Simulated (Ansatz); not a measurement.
Consider the formal exchange of groups at a B–C bond: `COB(C)O[SiH3]` + `OC(O)(S)S` → `COB(S)O[SiH3]` + `CC(O)(O)S`.

Program: Ansatz. Geometries: PBE0-D4/def2-TZVP. ΔE: electronic, gas phase. CCSD(T)/CBS is the MP2 limit (def2-TZVPP, def2-QZVPP) plus CCSD(T) − MP2 in def2-TZVPP, frozen cores. DFT in def2-TZVPP. B3LYP here is the variant with VWN-RPA as its local correlation; programs differ in this. One conformer a species, not always the lowest.

`COB(C)O[SiH3]`:

```xyz
15

C    -0.420    1.587   -1.906
O    -1.003    1.207   -0.677
B    -0.465    0.263    0.134
C    -1.195   -0.081    1.482
O     0.697   -0.364   -0.248
Si    1.617   -1.529    0.456
H     0.407    0.932   -2.184
H    -1.189    1.550   -2.680
H    -0.054    2.613   -1.827
H    -1.472   -1.140    1.518
H    -0.537    0.093    2.339
H    -2.099    0.511    1.622
H     2.763   -1.788   -0.447
H     2.117   -1.075    1.780
H     0.833   -2.779    0.638
```

`OC(O)(S)S`:

Z-matrix (Å, degrees):
```
C
O 1 1.386
S 1 1.827 2 107.4
O 1 1.386 2 112.9 3 -118.3
S 1 1.827 2 107.5 3 123.4
H 2 0.967 1 107.1 3 56.7
H 3 1.341 1 95.5 2 -170.5
H 4 0.967 1 107.1 2 -61.6
H 5 1.341 1 95.5 2 -48.8
```

`COB(S)O[SiH3]`:

Cartesian coordinates in Å:
```
C -0.290 1.964 -1.102
O 0.847 1.224 -0.701
B 0.748 0.039 -0.058
S 2.291 -0.826 0.409
O -0.459 -0.514 0.241
Si -0.998 -1.842 1.055
H -0.286 2.054 -2.191
H -0.227 2.963 -0.667
H -1.217 1.487 -0.783
H 3.101 0.129 -0.071
H -0.005 -2.943 0.971
H -1.233 -1.483 2.476
H -2.273 -2.253 0.422
```

`CC(O)(O)S`:

Z-matrix (Å, degrees):
```
C
C 1 1.511
H 1 1.089 2 110.0
H 1 1.095 2 109.4 3 120.2
H 1 1.089 2 110.3 3 -120.5
O 2 1.399 1 112.2 3 -57.5
O 2 1.391 1 107.1 3 179.5
S 2 1.842 1 112.4 3 61.6
H 6 0.965 2 107.2 1 -51.8
H 7 0.965 2 107.2 1 -179.5
H 8 1.341 2 95.5 1 -86.9
```

```
             level  ΔE (kcal/mol)  difference from CCSD(T)/CBS
           PBE0-D4          -19.8                          0.3
          B3LYP-D4          -19.4                          0.7
            B2PLYP          -20.1                          0.0
               PBE          -18.7                          1.4
            r2SCAN          -19.9                          0.2
              PBE0          -19.9                          0.2
             B3LYP          -19.5                          0.6
     HF/def2-TZVPP          -22.2                         -2.1
SCS-MP2/def2-TZVPP          -20.8                         -0.7
   CCSD/def2-TZVPP          -21.0                         -0.9
CCSD(T)/def2-TZVPP          -20.7                         -0.6
     HF/def2-QZVPP          -22.1                         -2.0
SCS-MP2/def2-QZVPP          -20.5                         -0.4
      HF/CBS(def2)          -22.1                         -2.0
     MP2/CBS(def2)          -20.4                         -0.3
    CCSD/CBS(def2)          -20.4                         -0.3
       CCSD(T)/CBS          -20.1                            0
```

Largest T1 diagnostic among the species: 0.012.

From PBE to PBE0 (25 % exact exchange), in def2-TZVPP and without D4, ΔE moves by −1.2 kcal/mol. In def2-TZVPP, CCSD(T) changes the Hartree–Fock value by +1.6 kcal/mol (the triples alone add +0.3 kcal/mol) and MP2 by +1.3 kcal/mol.
